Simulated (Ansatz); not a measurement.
Spectroscopic constants of BCl, closed-shell singlet (the spin of the measured ground state).

Constants: fifth-degree fit in 1/R to seven points, most abundant isotopes. Runs in def2 and cc sets follow the lowest solution found near the PBE0 minimum. The singlet is held restricted. HF and MP2 rows in def2 and cc sets belong to the determinant that coupled cluster picked by its CCSD energy.

The values were computed with Ansatz (Gaussian basis) for Hartree–Fock, density functionals and correlated methods. 

Energies at HF/def2-TZVPP:

```tsv
R (Å)	E (hartree)
1.597627	-484.14106249
1.640574	-484.14567951
1.680086	-484.14789176
1.724750	-484.14850340
1.769415	-484.14751553
1.820952	-484.14483431
1.881077	-484.14014852
```

Task: With a reduced mass of 8.3732 u, find the minimum, the force constant and the constants.

Result: A fifth-degree polynomial in 1/R puts the minimum at r_e = 1.7178 Å with force constant 361 N/m. Then ω_e = (1/2πc)√(k/μ) = 856 cm⁻¹ and B_e = h/(8π²cμr_e²) = 0.6823 cm⁻¹; the cubic and quartic terms give α_e = 0.0067 and ω_e x_e = 5.6 cm⁻¹.

Doubts at one or more of the structures used: a restricted determinant that unrestricted orbitals would lower (HF/def2-TZVPP).

Ansatz is a quantum-chemistry and plane-wave program.
